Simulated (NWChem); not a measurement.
System: BHIF; SMILES FBI

The following NWChem deck was run.

```
start job
memory heap 200 mb stack 900 mb global 1100 mb
geometry units angstroms
  B     -0.252964    -1.355705     0.831294
  F      0.772248    -1.756148     1.526348
  H     -1.236236    -1.987489     0.861055
  I     -0.084241     0.394185    -0.306161
end
basis spherical
  * library def2-svp
end
ecp
  I library def2-ecp
end
dft
  xc pbe0
  iterations 150
end
driver
  maxiter 120
end
task dft optimize
dft
  grid fine
  convergence energy 1d-8 density 1d-7
end
task dft freq numerical
```

def2 effective core potentials on I; no spin-orbit coupling.

The level has its own optimisation; frequencies are unscaled.

Problem. Give the results of this calculation. (PBE0/def2-SVP with def2 effective core potentials on I.) Quantities: r B–F (Å); r B–H (Å); r B–I (Å); highest harmonic frequency (cm⁻¹); lowest (cm⁻¹); zero-point energy (kcal/mol).

Solution. 
| Quantity | Result |
|---|---|
| r B–F (Å) | 1.308 |
| r B–H (Å) | 1.203 |
| r B–I (Å) | 2.125 |
| highest harmonic frequency (cm⁻¹) | 2687 |
| lowest (cm⁻¹) | 289 |
| zero-point energy (kcal/mol) | 9.7 |
